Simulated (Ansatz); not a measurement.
BMe2(dmap) (C7H18BNO), relaxed as a singlet with RKS PBE-D4/def2-SVP in Ansatz, starting from the GFN2-xTB geometry. Force threshold 0.03 eV/Å.

Start:

```tsv
atom	x (Å)	y (Å)	z (Å)
B1	0.297	-0.091	0.978
C2	-1.016	0.553	1.695
H3	-1.655	1.158	1.053
H4	-0.682	1.207	2.498
H5	-1.642	-0.209	2.156
C6	0.996	-1.227	1.893
H7	1.968	-1.542	1.522
H8	0.373	-2.114	2.003
H9	1.157	-0.837	2.894
O10	1.266	0.835	0.408
C11	0.846	1.376	-0.802
C12	0.374	2.828	-0.679
C13	-0.280	0.459	-1.350
N14	-0.224	-0.767	-0.550
C15	-1.494	-1.476	-0.523
C16	0.819	-1.648	-1.068
H17	1.710	1.360	-1.490
H18	1.189	3.440	-0.304
H19	0.060	3.207	-1.650
H20	-0.452	2.894	0.023
H21	-1.247	0.937	-1.193
H22	-0.160	0.249	-2.416
H23	-1.768	-1.830	-1.521
H24	-2.278	-0.822	-0.149
H25	-1.411	-2.329	0.147
H26	1.775	-1.135	-1.013
H27	0.871	-2.547	-0.458
H28	0.610	-1.929	-2.105
```

```tsv
step	energy (eV)	largest force component (eV/Å)	SCF passes
1	-11743.9287	0.894	21
2	-11744.0797	0.331	21
3	-11744.0982	0.090	20
4	-11744.0999	0.069	21
5	-11744.1009	0.034	21
6	-11744.1010	0.030	21
7	-11744.1019	0.015	21
```

Force components are those of the run's own axes.

End:

```csv
atom,x (Å),y (Å),z (Å)
B1,0.269,-0.110,0.998
C2,-1.049,0.527,1.706
H3,-1.672,1.200,1.077
H4,-0.686,1.155,2.548
H5,-1.729,-0.228,2.157
C6,0.992,-1.234,1.901
H7,1.962,-1.587,1.493
H8,0.353,-2.124,2.094
H9,1.213,-0.801,2.900
O10,1.224,0.864,0.449
C11,0.834,1.388,-0.795
C12,0.428,2.861,-0.724
C13,-0.315,0.487,-1.327
N14,-0.225,-0.781,-0.551
C15,-1.500,-1.522,-0.525
C16,0.853,-1.640,-1.092
H17,1.703,1.312,-1.498
H18,1.268,3.460,-0.324
H19,0.163,3.259,-1.726
H20,-0.441,2.995,-0.048
H21,-1.302,0.940,-1.112
H22,-0.255,0.289,-2.419
H23,-1.771,-1.885,-1.540
H24,-2.301,-0.867,-0.141
H25,-1.396,-2.390,0.154
H26,1.814,-1.102,-1.010
H27,0.917,-2.567,-0.495
H28,0.648,-1.898,-2.153
```

By distances, no bond broke or formed. The bond that changes most is C13–N14, from 1.46 to 1.49 Å (atoms count from 1).

No frequencies were taken in this run, so the end may be a saddle point.

It took 26 s on 4 threads of Intel Xeon Platinum 8259CL on a shared host.
